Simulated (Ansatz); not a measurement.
Geometry optimisation, RKS PBE-D4/def2-SVP (Ansatz).

Input:

```yaml
crystal:
  periodic: [false, false, false]
  atoms:
    - { symbol: B, position_ang: [0.0, 0.0, 0.0] }
    - { symbol: C, position_ang: [0.0, 0.0, 1.6] }
    - { symbol: H, position_ang: [-0.9996, -0.3092, 1.9705] }
    - { symbol: H, position_ang: [0.7676, -0.7111, 1.9705] }
    - { symbol: H, position_ang: [0.232, 1.0203, 1.9705] }
    - { symbol: Cl, position_ang: [1.6108, 0.0, -0.93] }
    - { symbol: O, position_ang: [-1.2211, 0.0, -0.705] }
    - { symbol: H, position_ang: [-1.7308, -0.8467, -0.4965] }
basis:
  gaussian: { orbitals: def2-SVP }
hamiltonian:
  xc: pbe
  dispersion: d4
relax:
  f_tol: 0.02
  max_steps: 40
```

Run as:

```bash
$ ansatz run input.yaml --threads 1 --pin off --max-ram 2048MiB --backend cpu --events-out ev --progress --plain --runs-dir out
```

Question: Where does it end, and by what steps?

Answer: It converged. After 6 steps the energy has fallen by 0.547 eV; H8 moved furthest, 0.41 Å.

```json
{"step": "0", "energy less start (eV)": "0.0000", "largest force component (eV/Å)": "1.510", "accepted": "yes"}
{"step": "1", "energy less start (eV)": "-0.2176", "largest force component (eV/Å)": "2.192", "accepted": "yes"}
{"step": "2", "energy less start (eV)": "-0.3921", "largest force component (eV/Å)": "2.306", "accepted": "yes"}
{"step": "3", "energy less start (eV)": "-0.5114", "largest force component (eV/Å)": "1.029", "accepted": "yes"}
{"step": "4", "energy less start (eV)": "-0.5072", "largest force component (eV/Å)": "0.615", "accepted": "no"}
{"step": "5", "energy less start (eV)": "-0.5452", "largest force component (eV/Å)": "0.254", "accepted": "yes"}
{"step": "6", "energy less start (eV)": "-0.5473", "largest force component (eV/Å)": "0.017", "accepted": "yes"}
```

```xyz
8
Properties=species:S:1:pos:R:3
B 0.024 -0.095 -0.024
C -0.019 -0.048 1.551
H -1.002 -0.322 1.986
H 0.752 -0.718 1.984
H 0.237 0.975 1.903
Cl 1.561 0.206 -0.878
O -1.042 -0.345 -0.830
H -1.853 -0.500 -0.313
```

Whether the end is a true minimum wasn't checked by a vibrational analysis.

Run time: 21 s on 1 thread of Arm Neoverse V1, with other jobs on the host, peak memory 0.14 GiB.
